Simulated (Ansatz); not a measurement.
Calculated with Ansatz (gas phase, PBE0-D4/def2-TZVP geometries, no zero-point term in ΔE). CBS: MP2 limit from def2 TZ/QZ plus the TZ coupled-cluster correction, frozen cores. This one scheme is used for every species. DFT in def2-TZVPP. B3LYP here is the variant with VWN-RPA as its local correlation; programs differ in this. HSE06 is defined as in plane-wave codes. Each species was taken in one conformer, which may not be the lowest.

`O[SiH](O)[SiH2]F` + H₂O → `O[SiH2][SiH](O)O` + H–F  (formal hydrolysis of the Si–F bond)

| level | ΔE (kcal/mol) | difference from CCSD(T)/CBS |
| --- | --- | --- |
| r2SCAN-D4 | 9.5 | 0.1 |
| B3LYP-D4 | 9.8 | 0.4 |
| HSE06-D4 | 8.7 | -0.7 |
| BLYP | 11.0 | 1.6 |
| HF/def2-SVP | 10.8 | 1.4 |
| CCSD/def2-TZVPP | 9.5 | 0.1 |
| CCSD(T)/def2-TZVPP | 9.1 | -0.3 |
| MP2/def2-QZVPP | 9.0 | -0.4 |
| SCS-MP2/def2-QZVPP | 9.8 | 0.4 |
| CCSD/CBS(def2) | 9.9 | 0.5 |
| CCSD(T)/CBS | 9.4 | 0 |

Largest T1 diagnostic among the species: 0.012.

Leaving LDA and LC-ωPBE aside and taking each functional with its dispersion term where it has one, the values, not all of them listed here, spread over 1.7 kcal/mol, from revPBE-D4 to BHLYP-D4. LDA lies −1.9 kcal/mol from PBE without D4. In def2-TZVPP, CCSD(T) changes the Hartree–Fock value by −2.9 kcal/mol (the triples alone add −0.5 kcal/mol) and MP2 by −3.2 kcal/mol.

CCSD(T)/CBS has its own doubt, a few kJ/mol and more with outer-core shells, so smaller differences from it don't rank the levels.
